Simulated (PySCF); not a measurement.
A calculated (UHF, PySCF 2.14, def2-SVP, no relativity, point nucleus) atom or ion has these occupied shells.

| shell | electrons | orbital energy (eV) | rms radius, mean of both spins (bohr) |
| --- | --- | --- | --- |
| 1s α | 1 | -13333.8 | 0.0506 |
| 1s β | 1 | -13333.6 | 0.0506 |
| 2s α | 1 | -1773.5 | 0.210 |
| 2s β | 1 | -1773.4 | 0.210 |
| 2p α | 3 | -1593.1 | 0.185 |
| 2p β | 3 | -1593.0 | 0.185 |
| 3s α | 1 | -268.48 | 0.599 |
| 3s β | 1 | -268.26 | 0.599 |
| 3p α | 3 | -203.48 | 0.612 |
| 3p β | 3 | -203.19 | 0.612 |
| 3d α | 5 | -87.533 | 0.649 |
| 3d β | 5 | -87.381 | 0.649 |
| 4s α | 1 | -28.301 | 1.87 |
| 4s β | 1 | -25.415 | 1.87 |
| 4p α | 3 | -12.822 | 2.26 |
| 4p β | 2 | -11.629 | 2.26 |

**Question.** Name the element and its charge.

**Answer.** Br (bromine, neutral), in [Ar] 3d10 4s2 4p5, 2P determinant.
